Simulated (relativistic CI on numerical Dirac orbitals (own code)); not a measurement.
Ni3+: K-alpha X-ray emission

Computed with this model: Dirac-Coulomb-Breit CI, KLI orbitals optimised for each configuration, model QED (radiative potential, 1s self-energy scaled to tabulated hydrogen-like ionisation energies), valence Slater integrals scaled by 0.8, multiplet model of X-ray emission after core ionisation; configurations [Ar] 3d7 → 1s 2s2 2p6 3s2 3p6 3d7 → [He] 2s2 2p5 3s2 3p6 3d7; 300 K; Lorentzian 2.52 eV and Gaussian 0.6 eV FWHM. Energies are those of the free ion, without screening or charge transfer. S is read from ⟨S²⟩ = S(S + 1).

Field parameters in Wybourne normalisation: Oh B⁴₀ = 21Dq, B⁴₄ = √(5/14) B⁴₀. The field is a parameter set, without covalency.

Computed curve for free ion, scaled to 100 at the maximum (points under 2 are left out and the grid is thinned):

(Energy (eV), Intensity): (7448.2, 2.1), (7449.0, 2.4), (7449.4, 2.6), (7450.2, 3.2), (7451.0, 3.9), (7451.8, 4.9), (7452.2, 5.7), (7453.0, 7.7), (7453.8, 10.9), (7454.6, 16.3), (7455.0, 20.2), (7455.8, 29.6), (7456.6, 43.0), (7457.0, 52.2), (7457.8, 69.9), (7458.6, 73.5), (7459.4, 55.7), (7459.8, 43.9), (7460.6, 25.6), (7461.4, 16.0), (7462.2, 11.2), (7462.6, 9.7), (7463.4, 7.8), (7464.2, 6.8), (7464.6, 6.5), (7465.4, 6.2), (7466.2, 6.4), (7467.0, 6.9), (7467.4, 7.4), (7468.2, 8.8), (7469.0, 11.4), (7469.8, 16.3), (7470.2, 19.8), (7471.0, 27.5), (7471.8, 35.2), (7472.6, 44.6), (7473.0, 47.4), (7473.8, 47.6), (7474.6, 52.5), (7475.0, 59.8), (7475.8, 82.2), (7476.6, 99.5), (7477.4, 96.6), (7477.8, 94.0), (7478.6, 94.3), (7479.4, 73.5), (7480.2, 43.4), (7480.6, 33.1), (7481.4, 20.5), (7482.2, 13.9), (7482.6, 11.7), (7483.4, 8.7), (7484.2, 6.8), (7485.0, 5.4), (7485.4, 4.9), (7486.2, 4.1), (7487.0, 3.4), (7487.8, 2.9), (7488.2, 2.7), (7489.0, 2.4)

The ground state has S = 1.50, and the centroid lies at 7470.45 eV.
